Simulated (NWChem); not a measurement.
**Polarisability of ClCu**

SMILES: [Cu][Cl]
```xyz
2

Cu     0.0000     0.0000    -0.7698
Cl     0.0000     0.0000     1.3133
```
Charge 0, spin multiplicity 1.

The numbers come from NWChem runs, not from measurements. All single points use one geometry, from PBE0/def2-SVP, a minimum by its harmonic frequencies.

Basis set: 6-31G*. Static limit. This basis has no diffuse functions, which lowers polarisabilities.

B3LYP has NWChem's definition, with VWN1-RPA local correlation. The Pople sets run with spherical d functions. The structure started from a generated list of species.

### Question
Order these methods by the isotropic polarisability they give, lowest first: PBE, HF, PBE0, B3LYP.

### Answer
HF (23.20 bohr³), PBE0 (37.73 bohr³), B3LYP (39.94 bohr³), PBE (43.85 bohr³)
